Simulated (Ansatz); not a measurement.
Diatomic ZnTe, multiplicity 3 (an upper state: multiplicity 1 came lower at CCSD(T)/def2-TZVPP on PBE0 minima). No spin–orbit coupling. Zn is treated without relativity.

Seven points along R, fitted to fifth degree in 1/R; most abundant isotopes. Runs in def2 and cc sets follow the lowest solution found near the PBE0 minimum.

The values were computed with Ansatz (a program for electronic structure) with Gaussian orbitals.  In def2 rows elements past Kr take small-core potentials, without spin–orbit coupling.

| level | r_e (Å) | ω_e (cm⁻¹) | ω_e x_e (cm⁻¹) | α_e (cm⁻¹) | dipole (D) |
|---|---|---|---|---|---|
| PBE/def2-TZVPP | 2.629 | 169 | 0.93 | 0.00034 | 1.11 |
| PBE0/def2-TZVPP | 2.603 | 182 | 0.95 | 0.00032 | 1.39 |
| wB97X-V/def2-TZVPP | 2.580 | 191 | 1.0 | 0.00032 | 1.56 |
| CCSD/def2-TZVPP | 2.614 | 178 | 1.2 | 0.00036 | - |
| CCSD(T)/def2-TZVPP | 2.614 | 177 | 1.1 | 0.00035 | - |

Correlated levels freeze the inner cores; with def2 sets outer-core shells near the valence are correlated too.
